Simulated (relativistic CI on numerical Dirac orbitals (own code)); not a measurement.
**Slater and spin-orbit integrals, Ir XXV**

Method of calculation: Dirac-Coulomb-Breit CI, KLI orbitals optimised for each configuration, a model potential for QED, unscaled Slater integrals (own radial code, finite nucleus).

Slater integrals F^k, G^k are unscaled and averaged over j, outside the closed core [Ar] 3d10 4p6 4d10; ζ comes from projecting the Hamiltonian with its Breit term on Σ l·s of the shell.

- 4s²4f⁷: F^2(4f,4f) = 233910, F^4(4f,4f) = 151560, F^6(4f,4f) = 110530, ζ(4f) = 9015.6 cm⁻¹; <r>(4f) = 0.442, <r^2>(4f) = 0.226 (bohr units).
- 4s²4f⁶5s: F^2(4f,4f) = 236570, F^4(4f,4f) = 153390, F^6(4f,4f) = 111900, ζ(4f) = 9252.6, G^3(4f,5s) = 34981 cm⁻¹; <r>(4f) = 0.4378, <r^2>(4f) = 0.2216, <r>(5s) = 0.7863, <r^2>(5s) = 0.6885 (bohr units).
- 4s²4f⁵5s²: F^2(4f,4f) = 239470, F^4(4f,4f) = 155390, F^6(4f,4f) = 113400, ζ(4f) = 9492.4 cm⁻¹; <r>(4f) = 0.4334, <r^2>(4f) = 0.2169 (bohr units).

Averages of the first 5 configurations, taken without configuration mixing, which lowers the lowest level and can move excited configurations by several eV; other configurations of the list can lie among them:

```json
{"Configuration": "4s²4f⁷", "Parity": "odd", "States": "3432", "Average energy above the lowest level (eV)": "28.6"}
{"Configuration": "4s²4f⁶5s", "Parity": "even", "States": "6006", "Average energy above the lowest level (eV)": "115.3"}
{"Configuration": "4s²4f⁵5s²", "Parity": "odd", "States": "2002", "Average energy above the lowest level (eV)": "211.8"}
{"Configuration": "4s²4f⁶6s", "Parity": "even", "States": "6006", "Average energy above the lowest level (eV)": "376.1"}
{"Configuration": "4f⁹", "Parity": "odd", "States": "2002", "Average energy above the lowest level (eV)": "1324.9"}
```
